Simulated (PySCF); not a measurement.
C3H11BN2, singlet, geometry from GFN2-xTB. Base run: PBE/6-31G run with PySCF.

The PySCF input:
```python
from pyscf import gto, scf, dft, solvent

mol = gto.M(
    atom='''
B    -0.51992703   -0.05391952   -0.54128785
C    -0.87379913   -1.50937430   -1.10083896
H    -0.00746701   -1.99572739   -1.54539066
H    -1.64225320   -1.46615106   -1.86944630
H    -1.24451042   -2.16779672   -0.31750704
N    -1.20554242    1.03827227   -1.10522123
H    -1.89206494    0.91470134   -1.82618500
H    -1.07744104    2.00217683   -0.85602081
N     0.44132734    0.11986041    0.47718150
C     1.18719261   -0.96379615    1.07015701
C     0.82661962    1.38339314    1.05770021
H     2.26413671   -0.81953883    0.91848270
H     1.00557983   -1.01190108    2.15105534
H     0.89924413   -1.91087479    0.62808667
H     0.67498226    1.36885563    2.14403106
H     1.88795104    1.58971017    0.87011104
H     0.24090454    2.19787876    0.64339093
''',
    basis='6-31g',
    verbose=4,
)

mf = dft.RKS(mol)
mf.xc = 'pbe'
mf.kernel()
mf.analyze()
```

Variants of this job, named by their change:

```
change                                                  ΔE vs base (kcal/mol)  dipole (D)  HOMO-LUMO gap (eV)
------------------------------------------------------  ---------------------  ----------  ------------------
base                                                                    0.000        1.10                5.89
model = IEF-PCM; solvent = toluene; lebedev_order = 41                  -1.64        1.23                6.02
model = COSMO; solvent = toluene                                        -1.73        1.22                6.02
model = IEF-PCM; solvent = toluene; vdw_scale = 1.1                       [?]         [?]                 [?]
model = IEF-PCM; solvent = dimethylsulfoxide                            -3.65        1.39                6.16
model = IEF-PCM; solvent = toluene; r_probe = 0.5                      -0.551        1.18                5.94
model = SS(V)PE; solvent = toluene                                      -1.62        1.23                6.01
model = ddCOSMO; solvent = toluene                                        [?]        1.22                6.01
model = IEF-PCM; solvent = n-hexane                                     -1.24        1.20                5.98
model = IEF-PCM; solvent = 2-propanol                                     [?]         [?]                 [?]
model = IEF-PCM; solvent = toluene; vdw_scale = 1.4                     -0.85        1.20                5.97
model = IEF-PCM; solvent = toluene                                      -1.63        1.23                6.01
```

Question: What belongs in the gaps?

Answer: 
- model = IEF-PCM; solvent = toluene; vdw_scale = 1.1, ΔE vs base (kcal/mol): -2.34
- model = IEF-PCM; solvent = toluene; vdw_scale = 1.1, dipole (D): 1.25
- model = IEF-PCM; solvent = toluene; vdw_scale = 1.1, HOMO-LUMO gap (eV): 6.05
- model = ddCOSMO; solvent = toluene, ΔE vs base (kcal/mol): -1.37
- model = IEF-PCM; solvent = 2-propanol, ΔE vs base (kcal/mol): -3.45
- model = IEF-PCM; solvent = 2-propanol, dipole (D): 1.37
- model = IEF-PCM; solvent = 2-propanol, HOMO-LUMO gap (eV): 6.14

The base is the gas phase, so ΔE is the electrostatic part of solvation at a fixed geometry, without cavity and dispersion terms.
